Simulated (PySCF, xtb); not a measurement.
C₂Cl₃, SMILES Cl[C]=C(Cl)Cl, multiplicity 2.

Harmonic wavenumbers (cm⁻¹) from GFN2-xTB (xtb) at its own minimum, in rising order: 99, 191, 230, 337, 354, 492, 677, 830, 1713.

Problem. What does B3LYP-D3(BJ)/def2-SVP run with PySCF give at its own minimum? (The exact figures need the calculation; the answer reports its results.)

Solution. 129, 193, 261, 386, 449, 591, 839, 871, 1706. Paired by order, the mean absolute difference is 57 cm⁻¹ and the zero-point energies are 7.0 and 7.8 kcal/mol.
